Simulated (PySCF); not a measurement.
# Be (beryllium, neutral) across methods

[He] 2s1 2p1, high-spin 3P determinant (an excited configuration). Calculation: PySCF 2.14, in def2-TZVPPD (5s4p1d, 22 functions); the non-relativistic Hamiltonian (point nucleus).

```json
{"method": "PBE", "E (hartree)": "-14.5432", "mean ε 1s β (eV)": "-106.40", "mean ε 2s α (eV)": "-6.594", "mean ε 2p α (eV)": "-3.123", "Σ⟨r²⟩ (bohr²)": "18.73", "⟨S²⟩": "2.000"}
{"method": "LDA", "E (hartree)": "-14.3568", "mean ε 1s β (eV)": "-105.21", "mean ε 2s α (eV)": "-6.577", "mean ε 2p α (eV)": "-3.059", "Σ⟨r²⟩ (bohr²)": "19.04", "⟨S²⟩": "2.000"}
{"method": "UHF", "E (hartree)": "-14.51249", "mean ε 1s β (eV)": "-128.53", "mean ε 2s α (eV)": "-10.777", "mean ε 2p α (eV)": "-6.657", "Σ⟨r²⟩ (bohr²)": "18.31", "⟨S²⟩": "2.000"}
{"method": "PBE0", "E (hartree)": "-14.5511", "mean ε 1s β (eV)": "-112.10", "mean ε 2s α (eV)": "-7.718", "mean ε 2p α (eV)": "-4.052", "Σ⟨r²⟩ (bohr²)": "18.46", "⟨S²⟩": "2.000"}
{"method": "BLYP", "E (hartree)": "-14.5684", "mean ε 1s β (eV)": "-106.82", "mean ε 2s α (eV)": "-6.313", "mean ε 2p α (eV)": "-2.908", "Σ⟨r²⟩ (bohr²)": "18.75", "⟨S²⟩": "2.000"}
{"method": "r2SCAN", "E (hartree)": "-14.5691", "mean ε 1s β (eV)": "-108.79", "mean ε 2s α (eV)": "-6.846", "mean ε 2p α (eV)": "-3.263", "Σ⟨r²⟩ (bohr²)": "18.42", "⟨S²⟩": "2.000"}
{"method": "revPBE", "E (hartree)": "-14.5768", "mean ε 1s β (eV)": "-106.57", "mean ε 2s α (eV)": "-6.589", "mean ε 2p α (eV)": "-3.120", "Σ⟨r²⟩ (bohr²)": "18.69", "⟨S²⟩": "2.000"}
{"method": "LC-wPBE", "E (hartree)": "-14.5567", "mean ε 1s β (eV)": "-112.28", "mean ε 2s α (eV)": "-10.510", "mean ε 2p α (eV)": "-6.554", "Σ⟨r²⟩ (bohr²)": "17.99", "⟨S²⟩": "2.000"}
```

(1) Estimate the same row for PBEsol.

Answers

(1) E (hartree) = -14.4455; mean ε 1s β (eV) = -105.68; mean ε 2s α (eV) = -6.549; mean ε 2p α (eV) = -3.030; Σ⟨r²⟩ (bohr²) = 18.86; ⟨S²⟩ = 2.000.
